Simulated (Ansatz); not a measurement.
Coupled-cluster diagnostics for (H2Ga-mu-H)3 (Ga3H9), Ansatz.

Geometry of the singlet (PBE-D4/def2-SVP):

```xyz
12

Ga   -0.9975    1.3732    0.5785
H    -0.5162    2.8037    1.0043
H    -2.4306    0.7482    0.4658
H    -0.1827    1.1488   -0.9259
Ga    0.1102   -0.3390   -1.7502
H     1.5400   -0.1225   -2.3562
H    -1.2386   -0.7990   -2.4041
H     0.2631   -1.4040   -0.4009
Ga    0.8878   -1.0362    1.1651
H     0.3175   -2.2113    2.0328
H     2.3418   -0.4739    1.0014
H    -0.0946    0.3119    1.5894
```

Correlated methods freeze 27 core orbitals; core or outer-core shells of Ga are correlated, in sets that lack core-valence functions.

**Question.** Estimate the CCSD(T) correlation energy, the shares of MP2 and (T), T1 and the reference's ⟨S²⟩ for: charge 0, singlet, own geometry in def2-SVP; charge 1, doublet, vertical in def2-SVP; and the rough time on 2 threads of Arm Neoverse V2 on a shared host.

**Answer.** 
```tsv
state	basis	correlation (eV)	MP2 share (%)	(T) share (%)	T1	⟨S²⟩ (pure)	wall time
charge 0, singlet, own geometry	def2-SVP	-20.395	93.9	3.0	0.012	0.00 (0.00)	33 s
charge 1, doublet, vertical	def2-SVP	-19.952	93.1	3.4	0.037	0.80 (0.75)	3.6 min
```
Customary marks for T1 are 0.02 (closed shells), 0.045 (open shells) and about 0.05 (3d metals). T1 exceeds 0.02 in 1 of 2 rows and 0.045 in 0; the higher it lies, the less the single-reference result can be trusted.
